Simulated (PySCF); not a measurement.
# `OCC[C@@H](F)Br`, C3H6BrFO

Cartesian coordinates in Å; atom numbers follow the order of the lines, from 1:
```xyz
12

O    -2.0634   -0.0438    0.7664
C    -0.9569    0.3783    0.0059
C     0.2059   -0.5552    0.3551
C     1.4499   -0.2631   -0.4784
F     1.3812    0.9512   -1.0812
Br    3.0766   -0.2369    0.6262
H    -2.8044    0.5493    0.6069
H    -0.6873    1.4151    0.2454
H    -1.1775    0.3180   -1.0703
H     0.4099   -0.4332    1.4202
H    -0.1112   -1.5861    0.1954
H     1.6277   -0.9998   -1.2683
```

Theory: PySCF 2.14.0, GIAO CAM-B3LYP/pcSseg-1 magnetisability, rotational g tensor and spin-rotation constants, non-relativistic, gas phase. Geometry: GFN2-xTB, dihedral held. The dihedral C2–C3–C4–Br6 is held at 135°.

The calculation is non-relativistic, which matters for the atoms heavier than Zn.

Task: Give the nuclear spin-rotation constants along the inertial axes (H = +C I·J) beside the isotropic shieldings.

Result: Rotational constants 5.5297, 0.9279, 0.8316 GHz. A star marks the isotopologue with that one atom substituted, in its own axes.
```tsv
atom	isotope	Caa (kHz)	Cbb (kHz)	Ccc (kHz)	mean (kHz)	σ (ppm)
F5	19F	2.196	0.738	0.884	1.273	340.4
Br6	79Br	5.697	2.057	2.284	3.346	1815.7
H7	1H	-0.150	-0.111	-0.086	-0.116	31.0
H8	1H	-0.512	-0.085	0.035	-0.188	27.4
H9	1H	-0.455	-0.014	-0.043	-0.171	27.7
H10	1H	-0.556	-0.012	-0.049	-0.206	28.8
H11	1H	-0.561	-0.083	0.009	-0.211	29.0
H12	1H	-0.482	-0.080	0.050	-0.170	25.0
O1	17O*	-0.256	-0.082	-0.062	-0.133	310.6
C2	13C*	1.126	0.179	0.197	0.501	121.8
C3	13C*	0.863	0.170	0.197	0.410	135.9
C4	13C*	1.632	0.235	0.255	0.707	72.8
```
For the geometry as given, no vibrational averaging.
